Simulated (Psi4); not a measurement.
A dimer, BBr3 ··· HCl (SMILES BrB(Br)Br and Cl), singlet; the first 4 atoms form monomer A.

```
6

B     -0.0002     0.0001     0.0002
Br    -1.5209    -1.1474    -0.0933
Br    -0.0291     1.6952    -0.8736
Br     1.5502    -0.5478     0.9667
Cl     1.2321    -1.0858    -2.8110
H      1.2303     0.0493    -3.4068
```

Problem. What interaction energy does SAPT0/jun-cc-pVDZ, frozen core (Psi4 1.11) give, and which attractive term is the largest?

Solution. Total -0.33 kJ/mol: electrostatics -17.24, exchange 33.00, induction -3.86, dispersion -12.24. The most attractive term is electrostatics.
